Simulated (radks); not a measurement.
The numbers below are computed, except where a source is named.
Excited configurations of N I: one electron is placed in a higher orbital outside [He] 2s2 2p2. The ground configuration is [He] 2s2 2p3. Code: a radial shooting solver on a logarithmic mesh with Libxc functionals. Model: Dirac Kohn-Sham, PBEsol, spin-unpolarised, spherical densities, finite nucleus; open shells fill j = l - 1/2 first; Fermi nuclear charge, rms radius 2.5582 fm. Excitation = E - E(ground); binding = E(ion) - E, where the ion is the core of charge +1; n* = 1/sqrt(2 binding) in atomic units, and the quantum defect is n - n*.

outer orbital  excitation (eV)  binding (eV)  quantum defect  eigenvalue (eV)  <r> (bohr)
3s1/2                    9.550         3.958           1.146           -2.199       5.279
3p1/2                   10.805         2.703           0.756           -1.367       6.787
6s1/2                   12.830         0.678           1.520           -0.444       32.76
6d3/2                   13.039         0.469           0.615           -0.303       45.43
6f5/2                   13.065         0.443           0.456           -0.279       45.15
7s1/2                   13.032         0.476           1.655           -0.320       47.37
7f5/2                   13.174         0.334           0.615           -0.221       63.39

The Delta-SCF ionisation energy is 13.508 eV (NIST Atomic Spectra Database: 14.534 eV, measured). Self-interaction in the functional shifts the binding energies and quantum defects, so they are the method's values and not measured ones. Spin polarisation and multiplet splitting are left out, so open shells lie too high by an amount that depends on their filling.

Beside tabulated values, note that spin-unpolarised runs miss the spin-polarisation part of the exchange energy of open shells.
